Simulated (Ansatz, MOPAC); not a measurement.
Species: GeF, charge 1, multiplicity 1. SMILES of the parent species: [F][Ge]

Atoms: F1, Ge2. Bonds: F1-Ge2.

Bond lengths (Å) and angles (degrees) optimised at PM6 with MOPAC; PBE/6-31G* with LANL2DZ past Ar with Ansatz (an electronic-structure program); B3LYP/6-31G* with LANL2DZ past Ar with Ansatz, each started from the B3LYP-D3(BJ)/def2-TZVP structure (Ansatz) of the last column. A row stands for all coordinates that are equal there. 6-31G* holds six Cartesian d functions.

```tsv
coordinate	PM6	PBE/6-31G* with LANL2DZ past Ar	B3LYP/6-31G* with LANL2DZ past Ar	B3LYP-D3(BJ)/def2-TZVP
F1-Ge2	1.700	1.673	1.652	1.687
```

Mean signed difference of all 1 bond lengths from B3LYP-D3(BJ)/def2-TZVP: PM6 0.013 Å, PBE/6-31G* with LANL2DZ past Ar -0.014 Å, B3LYP/6-31G* with LANL2DZ past Ar -0.035 Å.
